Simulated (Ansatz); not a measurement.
## Ligand exchange: C2H5I + InH2I → CH2I2 + InH2(CH3)

Species: C2H5I (iodoethane) `CCI`, singlet; InH2I `[InH2][I]`, singlet; CH2I2 (diiodomethane) `ICI`, singlet; InH2(CH3), singlet. The partners trade CH3 for I: C–CH3 and In–I bonds give way to C–I and In–CH3.

Shapes, held fixed at every level: PBE0-D4/def2-TZVP. Programs: Ansatz 0.2.0. Electronic energies: no zero-point or thermal term.

Estimate ΔE of this reaction.

The highest level, CCSD(T)/def2-TZVPP, gives ΔE = +196.2 kJ/mol; the levels span +196.2 to +253.7. The column of differences is taken from that level and isn't an error. No measured value is set beside it here. For atoms past krypton def2 sets carry core potentials with scalar relativity. Correlated rows may include outer-core shells of I, In, which these sets cover unevenly.

```tsv
level	kind	ΔE (kJ/mol)	less CCSD(T)/def2-TZVPP
HF/def2-SVP	Hartree–Fock	+253.7	+57.5
SPW92/def2-TZVPP	LDA	+200.6	+4.4
r2SCAN-D4/def2-TZVPP	meta-GGA	+207.5	+11.3
wB97M-V/def2-TZVPP	range-separated hybrid	+202.0	+5.8
MP2/def2-SVP	perturbation theory	+228.2	+32.0
CCSD(T)/def2-SVP	coupled cluster or CI	+228.0	+31.8
CCSD/def2-TZVPP	coupled cluster or CI	+201.2	+5.0
CCSD(T)/def2-TZVPP	coupled cluster or CI	+196.2	0.0
```
